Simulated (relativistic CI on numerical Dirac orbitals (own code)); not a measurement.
**Sensitivity of the levels of Mn II to α and to the nuclear radius**

Computed by Dirac-Coulomb-Breit CI, separate exchange-only KLI orbitals for each configuration, valence Slater integrals scaled by 0.85, P86 correlation energy added to each configuration, derivatives by finite differences, QED left out (own radial code, finite nucleus).

Configurations in the expansion (outside the closed core [Ar]): 3d5.4s, 3d6, 3d5.4p, 3d4.4s2, 3d5.4d, 3d5.5p. Levels of other configurations are missing.

With x = (α/α₀)² − 1 an excitation energy changes as ω = ω₀ + qx; K = 2q/ω₀ is the relative enhancement. Terms are leading LS components, so labels can repeat. The field-shift factor is F = δν/δ⟨r²⟩ for the transition from the lowest level.

Lowest level 3d5.4s 7S_3.

```csv
Level,ω₀ (cm⁻¹),q (cm⁻¹),K,F (GHz/fm²)
3d5.4s 5S_2,11992.6,525,0.0876,-0.252
3d6 5D_4,19527.0,1956,0.2,-1.02
3d6 5D_3,19766.5,2190,0.222,-1.01
3d6 5D_2,19935.8,2349,0.236,-1.01
3d6 5D_1,20044.8,2448,0.244,-1.01
3d6 5D_0,20098.2,2496,0.248,-1.01
3d5.4s 5G_6,27585.1,-163.7,-0.0119,0.0249
3d5.4s 5G_5,27608.9,-137.2,-0.00994,0.025
3d5.4s 5G_4,27622.6,-127.2,-0.00921,0.025
3d5.4s 5G_3,27629.4,-127,-0.00919,0.025
3d5.4s 5G_2,27632.2,-131.2,-0.0095,0.0249
3d5.4s 5P_3,31516.5,-269.1,-0.0171,0.0345
3d5.4s 5P_2,31543.0,-221,-0.014,0.0349
3d5.4s 5P_1,31576.0,-157.2,-0.00996,0.0357
3d5.4s 5D_4,34065.7,-123.4,-0.00725,0.0188
3d5.4s 5D_0,34105.0,-69.43,-0.00407,0.0166
3d5.4s 5D_1,34123.1,-30.43,-0.00178,0.0175
3d5.4s 5D_3,34139.5,13.54,0.000793,0.0196
3d5.4s 5D_2,34144.3,16.33,0.000956,0.0187
3d5.4s 3G_5,35112.1,275.5,0.0157,-0.186
3d5.4s 3G_4,35137.0,284.5,0.0162,-0.178
3d5.4s 3G_3,35148.2,258.5,0.0147,-0.164
3d6 3H_6,35539.3,1963,0.11,-1.01
```

Correlation outside the listed configurations is missing or only estimated: errors of thousands of cm⁻¹ between configurations and terms are usual at this charge. Rates and lifetimes follow the computed energies and can be off by large factors. The fine structure of a lone outer electron comes out too small, for d and f at times inverted, and misplaced configurations move strength between like terms.
